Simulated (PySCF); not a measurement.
NMR data simulated for an unnamed compound:

¹H NMR (400 MHz, computed): δ 8.81 (m, 1H), 8.80 (m, 1H), 6.45 (m, 1H), 6.20 (m, 1H), 6.10 (m, 1H), 5.54 (s, 1H).

¹³C{¹H} NMR (computed): δ 177.2 (CH2), 143.5 (CH2), 123.5 (C), 122.8 (CH), 114.9 (C), 93.4 (C).

- GIAO PBE0/pcSseg-1 shieldings
- GFN2-xTB geometry
- run in PySCF 2.14
- in vacuum, single conformer, no relativistic terms

Chemical shifts δ = σref − σ; TMS for ¹H (31.72 ppm), ¹³C (186.93 ppm), all at this level.

Q: Which of these does the molecule contain: a CH3CH2 unit, a carboxylic acid, a vinyl group CH=CH2, a nitrile, a Si–H bond, an NH or NH2 group?

A: 
- A CH3CH2 unit: no.
- A carboxylic acid: no.
- A vinyl group CH=CH2: yes (δC 143.5, 122.8; δH 6.45 (m), 6.20 (m), 6.10 (m)).
- A nitrile: yes (δC 123.5).
- A Si–H bond: yes (δH 5.54 (s)).
- An NH or NH2 group: no.

The data belong to SMILES C=CC#C[Si@@H](C#N)N=C, C$_{6}$H$_{6}$N$_{2}$Si; they needn't prove each group on their own.

Carbon signals by region: 1 in the far downfield region (above 160 ppm), 4 in the sp2 and nitrile region (100–160 ppm), 1 at 50–100 ppm. Above 160 ppm: 177.2, C=N carbon.

Shifts are as computed. Against solution values, carbons near 30 ppm lie about +3 ppm off and those near 130 ppm about +5 ppm. Of 1309 compounds with measured shifts, 239 miss one by over three times the rms of a fit or turn the order of signals round; such compounds aren't used in these exercises. No couplings were computed; multiplicities are counted from neighbouring protons, with m where these are inequivalent, close in shift, in a saturated or five-membered ring or joined by F or P, and br s for small geminal =CH2 splittings.
